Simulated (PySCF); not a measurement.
# Lu⁵⁶⁺: ionisation energy

Lu⁵⁶⁺ [Ne] 3s2 3p3 (4S) → Lu⁵⁷⁺ [Ne] 3s2 3p2 (3P), as a difference of total energies. All numbers are calculated (PySCF 2.14, the spin-free X2C one-electron Hamiltonian (Gaussian nucleus), in an uncontracted even-tempered set (17 s from 15 bohr⁻², ratio 2.5; 12 p from 19 bohr⁻², ratio 2.5; 4 d from 74 bohr⁻², ratio 2.7; 4 f from 110 bohr⁻², ratio 2.7)). Correlated levels: outer shells: 1s2 frozen; virtual orbitals above 40 to 60 times the deepest correlated orbital energy dropped. The calculations carry no spin-orbit coupling.

| method | ionisation energy (eV) |
| --- | --- |
| UHF | 5636.0 |
| LDA | 5635.6 |
| PBE | 5636.7 |
| PBE0 | 5636.9 |
| r2SCAN | 5638.1 |
| BP86 | 5637.1 |
| M06-L | 5637.2 |
| MP2 (outer shells) | 5636.6 |
| SCS-MP2 (outer shells) | 5636.3 |

Spin-orbit coupling is strong in these open shells (close to jj coupling). The scalar numbers leave it out and a first-order estimate fails, so it can dominate the gap to the real levels.

The ground level that NIST lists for one species does not belong to the high-spin term computed here, so part of any gap is the choice of state.

Breit and QED terms and the two-electron picture change are absent.

For comparison: 5525 ± 5 eV (theoretical estimate listed by NIST; NIST Atomic Spectra Database, ionization energies).
